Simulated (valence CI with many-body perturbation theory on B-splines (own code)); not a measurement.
## Te XLVII in brief

Computed by valence CI with perturbative core correlation (CI+MBPT): four valence electrons over a frozen Dirac-Fock core [He], a basis of 11 s, 11 p, 10 d, 8 f, 5 g, 2 h functions for each j, with the one-electron correlation potential Σ1 (screened to all orders), the two-electron term Σ2, the three-electron term Σ3, Breit, model QED; selected single and double excitations, second order for the rest, scaled by the run's own slope (own B-spline code, finite nucleus).

No measured spectrum was set against this ion. As an estimate, large intervals hold to a few tenths of a per cent, small ones and those within an open d or f shell to about a per cent. Among the levels kept, up to 840 cm⁻¹ of a level comes from second order outside the variational space, and about a tenth of that is noise between levels of different J, which matters for small intervals.

Levels are named by their leading jj configuration (3d3/2^4 stands for four electrons in 3d with j = 3/2), which in mixed levels can hold well under half, so a name can repeat and another be missing.

Rates and lifetimes use the calculated energies. Strong lines usually hold to 10 to 20 %, long lifetimes can be off by a factor of two.

(1) What is the ground level?

(2) Name the longest-lived excited levels whose lifetime is computed, and their main decay.

(3) Where does the other parity begin?

(4) What is the ionisation energy?

(5) Among levels below 425.63 Ry, which E1 lines absorb most strongly from the ground level?

(6) How well does LS coupling describe the low levels?

## Answers

(1) (2s^2 2p1/2^2) J=0, composition 71 % 2s2 2p2 3P + 29 % 2s2 2p2 1S.

(2) (2s^2 2p1/2 2p3/2) J=2 at 21.68 Ry lives 5.61 μs, mostly by E2 to (2s^2 2p1/2^2) J=0; (2s^2 2p1/2 2p3/2) J=1 at 20.56 Ry lives 6.90 ns, mostly by M1 to (2s^2 2p1/2^2) J=0.

(3) At (2s 2p1/2^2 2p3/2) J=2, 33.47 Ry.

(4) 8240.7 eV; NIST lists 8240 ± 4 eV (theoretical).

(5) to (2s^2 2p1/2 3d3/2) J=1 at 0.2564 nm, f = 1.32; to (2s 2p1/2^2 3p3/2) J=1 at 0.2509 nm, f = 0.366; to (2s 2p1/2^2 2p3/2) J=1 at 2.413 nm, f = 0.159.

(6) Among the lowest 20 levels the leading LS term, summed over configurations, holds 66 % on average. For single configurations the figures are 66 % in LS and 99 % in jj coupling. Terms mix most in the J = 1 level at 37.77 Ry, where the leading one holds 37 %.
